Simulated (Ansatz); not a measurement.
C$_{2}$H$_{9}$NOSn, singlet, geometry from GFN2-xTB (such geometries of metal compounds can be far from the true shape) (all electrons, no relativity); CASSCF(2,2)/STO-3G in Ansatz (a program for electronic structure).

Here is a job for Ansatz.
Ansatz 0.2 input:
```yaml
crystal:
  periodic: [false, false, false]
  atoms:
    - {symbol: Sn, position_ang: [0.50651583, -0.49417006, -0.00537495]}
    - {symbol: O, position_ang: [1.90098864, 0.75099561, 0.50914567]}
    - {symbol: N, position_ang: [-1.13613054, 0.70132039, -0.28942069]}
    - {symbol: C, position_ang: [-1.60757164, 1.48475084, 0.83054437]}
    - {symbol: C, position_ang: [-2.24855677, 0.14829648, -1.02841345]}
    - {symbol: H, position_ang: [0.67241643, -1.66396503, 1.21010279]}
    - {symbol: H, position_ang: [0.84002635, -1.11646775, -1.53714294]}
    - {symbol: H, position_ang: [1.87105520, 1.60655117, 0.08284016]}
    - {symbol: H, position_ang: [-2.25890059, 0.91389467, 1.50282597]}
    - {symbol: H, position_ang: [-2.17850605, 2.33408526, 0.44824403]}
    - {symbol: H, position_ang: [-0.76289001, 1.86716888, 1.40151570]}
    - {symbol: H, position_ang: [-2.82597361, 0.97218465, -1.45215639]}
    - {symbol: H, position_ang: [-2.91821610, -0.45114935, -0.40213934]}
    - {symbol: H, position_ang: [-1.88302800, -0.46929063, -1.84534849]}
basis:
  gaussian:
    orbitals: STO-3G
hamiltonian:
  xc: hf
magnetization: {spin_polarized: false}
correlation: {active_space: {window: {electrons: 2, orbitals: 2}}}
```

Output, abridged:

```
Functional definition: HF
780 factors; integrals over basis functions are off by at most 3.5e-5 eV
mean field evaluation 1: about -167917.1836 eV, gradient 2.5e1 eV
mean field evaluation 2: about -167917.4239 eV, gradient 2.5e1 eV
mean field evaluation 4: about -167919.8261 eV, gradient 1.5e0 eV
mean field evaluation 8: about -167919.8386 eV, gradient 4.3e-2 eV
mean field -167919.83864074 eV, -6170.9402498924 hartree, gradient 2.8e-6 eV, S^2 0.000000; 0 other end points of the search recorded, 0 dependent functions left out
reference -167919.83864074 eV, -6170.9402498924 hartree; 43, 43 occupied and 13, 13 virtual orbitals, 780 factors
state -167920.18797389 eV, -6170.9530876490 hartree
Total energy: -167920.18797389 eV, -6170.9530876490 hartree
```
